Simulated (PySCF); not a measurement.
A series of related molecules

Computed, not measured: TDDFT PBE0/def2-SVPD circular dichroism and optical rotation, one conformer, gas phase in PySCF 2.14.0. Geometry: GFN2-xTB.

Each molecule in one low-energy conformer. The parent is CC#C[C@@H]1CC[C@H]1O.

The molecule is flexible and this is one conformer; a measurement averages over conformers.

Task: How does the specific rotation at 589.3 nm (origin-invariant length gauge) change along this series?
- CC#C[C@@H]1CC[C@H]1O (base)
- CC#C[C@@H]1CC[C@@H]1O (diastereomer)

Result: 
```tsv
molecule	[α]589 (deg dm⁻¹ (g/mL)⁻¹)	S1 (eV)	R(S1), velocity form (10⁻⁴⁰ esu² cm²)
CC#C[C@@H]1CC[C@H]1O	-126.9	6.45	-0.4
CC#C[C@@H]1CC[C@@H]1O	+23.9	6.44	+0.3
```
The specific rotation at 589.3 nm (origin-invariant length gauge) is lowest for CC#C[C@@H]1CC[C@H]1O and highest for CC#C[C@@H]1CC[C@@H]1O.
